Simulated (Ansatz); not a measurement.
```yaml
crystal:
  periodic: [false, false, false]
  atoms:
    - {symbol: Zn, position_ang: [0.045282, -1.011271, -0.015417]}
    - {symbol: Zn, position_ang: [-0.099377, 1.609417, 0.017025]}
    - {symbol: Br, position_ang: [-1.528318, -0.141680, 1.572439]}
    - {symbol: Br, position_ang: [2.226842, -0.403623, 0.527342]}
    - {symbol: Br, position_ang: [-0.644418, -0.052844, -2.101389]}
basis:
  gaussian: {orbitals: def2-TZVP, initial_orbitals: start.molden}
magnetization: {spin_polarized: true, initial_magnetization: 1}
hamiltonian: {xc: {name: wB97X-V}}
scf: {omitted_lower_state_checks: [starts]}
output: {orbitals: {seedname: orbitals}}
```

The file start.molden holds the orbitals of an earlier run on this structure, at another level or in another basis.

```sh
$ ansatz run in.yaml --threads 4 --pin off --events-out ev --progress --plain --max-ram 4787MiB
```

Question: Does this run fit into the memory that it is given?

Answer: No. It has 240 basis functions, and Ansatz plans for 6 GiB where 5 GiB are given.
